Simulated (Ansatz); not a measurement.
Molecular dynamics of C2H5NOSi

Input file:

```yaml
crystal:
  periodic: [false, false, false]
  atoms:
    - { symbol: O, position_ang: [-2.086246, -2.899904, -0.25169] }
    - { symbol: C, position_ang: [-1.435488, -1.917941, -0.099384] }
    - { symbol: "N", position_ang: [-0.88482, -0.875517, 0.25944] }
    - { symbol: C, position_ang: [0.198811, -0.165493, -0.477487] }
    - { symbol: Si, position_ang: [0.745094, 1.347121, 0.493548] }
    - { symbol: H, position_ang: [-0.16264, 0.125204, -1.465317] }
    - { symbol: H, position_ang: [1.039757, -0.842938, -0.634669] }
    - { symbol: H, position_ang: [1.243832, 0.947337, 1.763332] }
    - { symbol: H, position_ang: [-0.352734, 2.235679, 0.655135] }
    - { symbol: H, position_ang: [1.777534, 1.995252, -0.240108] }
magnetization:
  spin_polarized: true
basis:
  gaussian: { orbitals: STO-3G }
hamiltonian:
  xc: hf
md:
  timestep: 0.25
  n_steps: 500
  ensemble: nve
  temperature: 2000.0
  initial_velocities: maxwell_boltzmann
  seed: 550716
```

Command:

```bash
$ ansatz run input.yaml --threads 1 --pin off --max-ram 2048MiB --backend cpu --events-out ev --progress --plain --runs-dir out
```

It starts from a relaxed structure.

Output, in part (step lines, the closing report, with atoms numbered from 0):

```
md step     0: t =     0.00 fs  T =  2000.0 K  F+E_penalty+E_count = -13357.21836964 eV  E_kin = 2.068160 eV  conserved = -13355.15020965 eV  (57 SCF iters)
md step     1: t =     0.25 fs  T =  1988.8 K  F+E_penalty+E_count = -13357.20676071 eV  E_kin = 2.056591 eV  conserved = -13355.15016949 eV  (39 SCF iters)
md step     2: t =     0.50 fs  T =  1956.1 K  F+E_penalty+E_count = -13357.17279743 eV  E_kin = 2.022761 eV  conserved = -13355.15003690 eV  (39 SCF iters)
md step     3: t =     0.75 fs  T =  1903.9 K  F+E_penalty+E_count = -13357.11859638 eV  E_kin = 1.968777 eV  conserved = -13355.14981979 eV  (38 SCF iters)
md step     4: t =     1.00 fs  T =  1835.5 K  F+E_penalty+E_count = -13357.04760219 eV  E_kin = 1.898069 eV  conserved = -13355.14953331 eV  (38 SCF iters)
md step     5: t =     1.25 fs  T =  1755.3 K  F+E_penalty+E_count = -13356.96434542 eV  E_kin = 1.815146 eV  conserved = -13355.14919926 eV  (38 SCF iters)
md step     6: t =     1.50 fs  T =  1668.4 K  F+E_penalty+E_count = -13356.87409552 eV  E_kin = 1.725250 eV  conserved = -13355.14884520 eV  (40 SCF iters)
md step     7: t =     1.75 fs  T =  1580.1 K  F+E_penalty+E_count = -13356.78243039 eV  E_kin = 1.633929 eV  conserved = -13355.14850147 eV  (39 SCF iters)
[... lines left out ...]
md step   497: t =   124.25 fs  T =  1210.0 K  F+E_penalty+E_count = -13356.39962216 eV  E_kin = 1.251251 eV  conserved = -13355.14837096 eV  (37 SCF iters)
md step   498: t =   124.50 fs  T =  1199.0 K  F+E_penalty+E_count = -13356.38827616 eV  E_kin = 1.239905 eV  conserved = -13355.14837098 eV  (35 SCF iters)
md step   499: t =   124.75 fs  T =  1195.2 K  F+E_penalty+E_count = -13356.38437094 eV  E_kin = 1.235972 eV  conserved = -13355.14839876 eV  (37 SCF iters)
md step   500: t =   125.00 fs  T =  1198.2 K  F+E_penalty+E_count = -13356.38744423 eV  E_kin = 1.238992 eV  conserved = -13355.14845218 eV  (80 SCF iters)
Total energy: -13356.38744423 eV, -490.8381852908 hartree
Atom 0 at    -2.336400    -2.530068     0.047210 Å, force    -1.627856    -1.211382     0.012591 eV/Å
Atom 1 at    -1.360741    -1.887674    -0.093170 Å, force     2.650130     2.220049    -0.133106 eV/Å
Atom 2 at    -0.287740    -1.300060     0.026457 Å, force     0.358535     0.803583    -0.905306 eV/Å
Atom 3 at     0.448830    -0.119207    -0.676018 Å, force    -0.932864    -3.529449    -0.578867 eV/Å
Atom 4 at     0.465475     1.312168     0.525146 Å, force     2.727279     2.170506    -0.390324 eV/Å
Atom 5 at    -0.099947     0.111120    -1.634267 Å, force     1.192582    -0.427666     0.998381 eV/Å
Atom 6 at     1.514963    -0.561959    -0.872444 Å, force    -2.785706     1.613077     0.183365 eV/Å
Atom 7 at    -0.461588     2.451195     0.319784 Å, force     0.904569    -1.454011    -0.203056 eV/Å
Atom 8 at     1.913843     1.740336     0.341556 Å, force    -2.444675    -0.088545     0.662851 eV/Å
Atom 9 at     0.272967     0.810865     1.828296 Å, force    -0.041995    -0.096162     0.353471 eV/Å
Dipole moment:     0.211524     0.497260    -0.236086 e Å
```

The steps, from the saved trajectory:

```csv
time (fs),T (K),potential energy less start (eV),conserved less start (meV/atom)
0.0,2000,0.000,0.00
4.0,1256,0.771,0.16
8.0,881,1.159,0.20
12.0,1081,0.951,0.12
16.0,1342,0.682,0.11
20.0,1249,0.779,0.19
24.0,1186,0.843,0.13
28.0,1364,0.658,0.03
32.0,852,1.189,0.22
36.0,992,1.044,0.14
40.0,927,1.110,0.09
44.0,813,1.230,0.19
48.0,1049,0.985,0.17
52.0,1182,0.847,0.07
56.0,1042,0.992,0.11
60.0,633,1.416,0.23
64.0,960,1.076,0.12
68.0,1021,1.014,0.13
72.0,970,1.067,0.20
76.0,986,1.050,0.13
80.0,963,1.073,0.09
84.0,1014,1.021,0.17
88.0,1108,0.924,0.18
92.0,1181,0.848,0.11
96.0,1094,0.938,0.16
100.0,1059,0.974,0.15
104.0,1368,0.654,0.04
108.0,1151,0.879,0.11
112.0,1067,0.966,0.19
116.0,1181,0.848,0.16
120.0,1477,0.542,0.12
124.0,1228,0.800,0.18
```

All steps were run. The conserved energy stayed within 0.26 meV per atom of its start (net change 0.18 meV per atom), so the integration is sound. The temperature averaged 0.56 of the 2000 K drawn at the start: a run that starts near a minimum puts about half its kinetic energy into the potential. A run of 0.12 ps of so small a system gives no equilibrium averages. Limits of this set-up: minimal basis.

The same pairs are bonded in the first frame and the last. Pairs count as bonded within 1.25 times the sum of covalent radii (0.12 Å more for H–H).

Last frame:

```xyz
10
Properties=species:S:1:pos:R:3
O -2.336 -2.530 0.047
C -1.361 -1.888 -0.093
N -0.288 -1.300 0.026
C 0.449 -0.119 -0.676
Si 0.466 1.312 0.525
H -0.100 0.111 -1.634
H 1.515 -0.562 -0.872
H -0.462 2.451 0.320
H 1.914 1.740 0.342
H 0.273 0.811 1.828
```

Run time: 6.1 min on 1 thread of Arm Neoverse V1, with other jobs on the host, peak memory 0.093 GiB.
